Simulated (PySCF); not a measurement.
Vertical excitations of a molecule C4H10S from TDA-PBE/def2-SVPD (PySCF), as energy in eV (oscillator strength): 5.04 (0.017), 5.57 (0.024), 6.10 (0.000), 6.49 (0.000), 6.66 (0.001), 6.91 (0.052), 7.10 (0.059), 7.17 (0.002), 7.21 (0.036), 7.64 (0.022). Lowest triplet (TDA): 4.69 eV. The structure is a stationary point at PBE0-D3(BJ)/def2-SVP. The values are those of a single conformer.

Task: Which structure fits?
A) CC(C)CS
B) CC[C@H](C)S
C) CCCCS
D) CC(C)(C)S

Result: D, CC(C)(C)S
